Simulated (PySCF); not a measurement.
C2H2N2Si.
Atom-mapped SMILES: `[N:1]#[C:2][SiH2:3][C:4]#[N:5]` (hydrogens: H6, H7 on Si3)

The same species was optimised twice, with GFN2-xTB and with PBE0-D3(BJ)/def2-SVP (PySCF), and the same property calculations (PySCF, gas phase) were run on both structures.

```csv
coordinate,GFN2-xTB,PBE0-D3(BJ)/def2-SVP,change
Si3–H7 (Å),1.460,1.482,+0.022
Si3–H6 (Å),1.461,1.482,+0.021
C2–Si3 (Å),1.868,1.850,-0.018
Si3–C4 (Å),1.867,1.850,-0.017
C4≡N5 (Å),1.145,1.159,+0.014
N1≡C2 (Å),1.145,1.159,+0.014
H6–Si3–H7 (°),116.7,113.1,-3.6
C2–Si3–C4 (°),103.5,107.0,+3.5
N1–C2–Si3 (°),179.0,178.7,-0.3
C4–Si3–H7 (°),108.9,109.1,+0.2
C4–Si3–H6 (°),109.0,109.2,+0.2
C2–Si3–H7 (°),108.9,109.0,+0.1
Si3–C4–N5 (°),179.0,178.9,-0.1
C2–Si3–H6 (°),109.0,109.1,+0.1
```

Rotational constants: A = 8719, B = 2372, C = 1908 MHz (GFN2-xTB) against A = 9396, B = 2276, C = 1874 MHz (PBE0-D3(BJ)/def2-SVP). Point groups within 0.08 Å: C2v and C2v.

On the GFN2-xTB structure: N1s of N1 (eV) 406.02 [delta-SCF UKS SCAN, pcX-2 on the ionised atom, pcseg-1 elsewhere, spin-free X2C]; C1s of C2 (eV) 292.52 [delta-SCF UKS SCAN, pcX-2 on the ionised atom, pcseg-1 elsewhere, spin-free X2C]; Si1s of Si3 (eV) 1849.30 [delta-SCF UKS SCAN, pcX-2 on the ionised atom, pcseg-1 elsewhere, spin-free X2C]; Si2p of Si3 (eV) 109.60 [delta-SCF UKS SCAN, pcX-2 on the ionised atom, pcseg-1 elsewhere, spin-free X2C].

What do these properties become on the PBE0-D3(BJ)/def2-SVP structure?

```tsv
property	level	on GFN2-xTB	on PBE0-D3(BJ)/def2-SVP	change
N1s of N1 (eV)	delta-SCF UKS SCAN, pcX-2 on the ionised atom, pcseg-1 elsewhere, spin-free X2C	406.02	406.15	+0.13
C1s of C2 (eV)	delta-SCF UKS SCAN, pcX-2 on the ionised atom, pcseg-1 elsewhere, spin-free X2C	292.52	292.65	+0.13
Si1s of Si3 (eV)	delta-SCF UKS SCAN, pcX-2 on the ionised atom, pcseg-1 elsewhere, spin-free X2C	1849.30	1849.26	-0.04
Si2p of Si3 (eV)	delta-SCF UKS SCAN, pcX-2 on the ionised atom, pcseg-1 elsewhere, spin-free X2C	109.60	109.57	-0.03
```

The heavy atoms differ by 0.048 Å rms after alignment. Among all bonds Si3–H6 and Si3–H7 change most and about equally (+0.021 to +0.022 Å). Changes are differences of the printed values. Neither structure is proved a minimum here.
